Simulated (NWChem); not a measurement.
System: SiF2, singlet; SMILES F[Si]F

The following NWChem deck was run.

```
start job
memory heap 200 mb stack 900 mb global 1100 mb
geometry units angstroms noautosym nocenter noautoz
  Si     0.000000     0.000000     0.583705
  F      1.265861     0.000000    -0.466400
  F     -1.265861     0.000000    -0.466400
end
basis spherical
  * library def2-svp
end
dft
  xc xpbe96 cpbe96
  disp vdw 4
  iterations 150
end
property
  response 1 0.0856
end
raman
  normal
  lorentzian
end
task dft raman
```

Parts of the log:

```
             Northwest Computational Chemistry Package (NWChem) 7.3.0
             --------------------------------------------------------

                             Geometry "geometry" -> ""
                             -------------------------

 Output coordinates in angstroms (scale by  1.889725989 to convert to a.u.)

  No.       Tag          Charge          X              Y              Z
 ---- ---------------- ---------- -------------- -------------- --------------
    1 Si                  14.0000     0.00000000     0.00000000     0.58370500
    2 F                    9.0000     1.26586100     0.00000000    -0.46640000
    3 F                    9.0000    -1.26586100     0.00000000    -0.46640000

 Effective nuclear repulsion energy (a.u.)      98.0094563090

  pbe96 is a nonlocal functional; adding pw91lda local functional.
  util_pr load raman

                                  Raman Analysis
                                  --------------

[second-derivative integrals and response iterations left out]

  Vibrational analysis via the FX method

  See chapter 2 in "Molecular Vibrations" by Wilson, Decius and Cross

  Vib: Default input used

 ---------------------------- Atom information ----------------------------
     atom    #        X              Y              Z            mass
 --------------------------------------------------------------------------
    Si       1  0.0000000D+00  0.0000000D+00  1.1030425D+00  2.7976930D+01
    F        2  2.3921304D+00  0.0000000D+00 -8.8136820D-01  1.8998400D+01
    F        3 -2.3921304D+00  0.0000000D+00 -8.8136820D-01  1.8998400D+01
 --------------------------------------------------------------------------

[unprojected Hessian and modes left out]

        Vibrational analysis via the FX method
  --- with translations and rotations projected out ---
  --- via the Eckart algorithm                      ---
 Projected Nuclear Hessian trans-rot subspace norm:1.1556D-33
                         (should be close to zero!)

[projected Hessian left out]

 Rotational Constants
 --------------------
 A=   0.948765 cm-1  (  1.365031 K)
 B=   0.276873 cm-1  (  0.398350 K)
 C=   0.214327 cm-1  (  0.308362 K)

 Temperature                      =   298.15K
 frequency scaling parameter      =   1.0000

 Zero-Point correction to Energy  =    2.853 kcal/mol  (  0.004546 au)
 Thermal correction to Energy     =    4.966 kcal/mol  (  0.007914 au)
 Thermal correction to Enthalpy   =    5.558 kcal/mol  (  0.008858 au)

 Total Entropy                    =   63.016 cal/mol-K
   - Translational                =   38.461 cal/mol-K (mol. weight =  65.9737)
   - Rotational                   =   22.866 cal/mol-K (symmetry #  =        1)
   - Vibrational                  =    1.690 cal/mol-K

 Cv (constant volume heat capacity) =    8.775 cal/mol-K
   - Translational                  =    2.979 cal/mol-K
   - Rotational                     =    2.979 cal/mol-K
   - Vibrational                    =    2.816 cal/mol-K

[normal modes left out]

 ----------------------------------------------------------------------------
 Normal Eigenvalue ||           Projected Infra Red Intensities
  Mode   [cm**-1]  || [atomic units] [(debye/angs)**2] [(KM/mol)] [arbitrary]
 ------ ---------- || -------------- ----------------- ---------- -----------
    1       -0.000 ||    0.000323           0.007         0.315       0.120
    2        0.000 ||    0.001516           0.035         1.478       0.564
    3        0.000 ||    0.000558           0.013         0.544       0.208
    4        0.000 ||    0.000558           0.013         0.544       0.208
    5        0.000 ||    0.000249           0.006         0.242       0.092
    6        0.000 ||    0.000023           0.001         0.022       0.008
    7      314.894 ||    0.015092           0.348        14.713       5.615
    8      826.621 ||    0.101002           2.330        98.462      37.574
    9      854.820 ||    0.122605           2.829       119.522      45.611
 ----------------------------------------------------------------------------

(mode_ini,mode_end)=(    1,    3)
 task_raman_doit:                no rminfo found
(begin,last,steps)=(   7,   9,   2)
  dal ramantype                     1
 ENTER raman default
Generating fname_raman3=./job.raman_0007-0009
(ii,rminfo(ii,1))=(    7,     0.00000000)
 ramanpolfile=./job.ramanpol_0001-1
 ramanpol_read: failed to open ./job.ramanpol_0001-1
[response runs at displaced geometries left out]
 Showing rminfo:
(start,last,rmmodes,nfreq,plot,width)=(   1,   9,   3,   1,normal          ,    20.00000000)
rminfo(   1)=(   314.89430699,     0.96438977,     0.00000000,     0.96438977)
rminfo(   2)=(   826.62145808,     6.37706940,     0.00000000,     6.37706940)
rminfo(   3)=(   854.82019104,     7.56065521,     0.00000000,     7.56065521)

 Raman scattering data written to ./job.normal
```

Level: PBE-D3(BJ)/def2-SVP. Low-valent species are run as closed-shell singlets; no triplet was tried in these runs. All runs use the structure optimised with PBE-D3(BJ)/def2-SVP. The printed entropy takes a lower symmetry number than the molecule has.
